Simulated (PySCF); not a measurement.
**Which determinant of KMg⁺ lies lowest?**

Unrestricted PBE0; basis K def2-SVP, Mg def2-SVP; no relativity; PySCF 2.14. Outer shells of the fragments: K+ closed shells only; Mg 3s2.

Followed along the bond (rough minima from three points):

| 2Ms+1 | unpaired | ⟨S²⟩ at the start | R at minimum (Å) | Te (eV) |
| --- | --- | --- | --- | --- |
| 1 | none | 0.00 | 3.78 | 0.00 |
| 3 | σ ↑↑ | 2.00 | none in the scan | ≤ 2.17 |

Solutions found at the starting distance of 3.400 Å, counted from the lowest of them; the search is not exhaustive and high or unbound solutions are not listed, so other states can lie among these:

| 2Ms+1 | unpaired | term | E (eV) | ⟨S²⟩ | ⟨Lz²⟩ | μ (D) |
| --- | --- | --- | --- | --- | --- | --- |
| 1 | none | ¹Σ⁺ | 0.00 | 0.00 | 0.00 | -2.41 |
| 3 | σ ↑↑ | ³Σ⁺ | 2.41 | 2.00 | 0.00 | -2.72 |
| 3 | σ ↑, π ↑ | ³Π | 2.79 | 2.00 | 1.00 | -2.29 |
| 1 | σ ↑, π ↓ | mixed | 3.45 | 1.00 | 1.00 | -2.09 |
| 3 | σ ↑, δ ↑ | ³Δ | 7.59 | 2.00 | 4.00 | 1.41 |
| 1 | σ ↑, δ ↓ | mixed | 7.81 | 1.00 | 4.00 | 2.61 |

A term symbol is given only where ⟨S²⟩ and ⟨Lz²⟩ are close to those of a pure state; real π, δ and φ orbitals otherwise mix terms. A positive dipole points towards Mg; it is taken about the centre of mass and depends on that origin.

Counting both spins, an empty level lies below a filled one in some of these solutions, because spin and occupation are held.
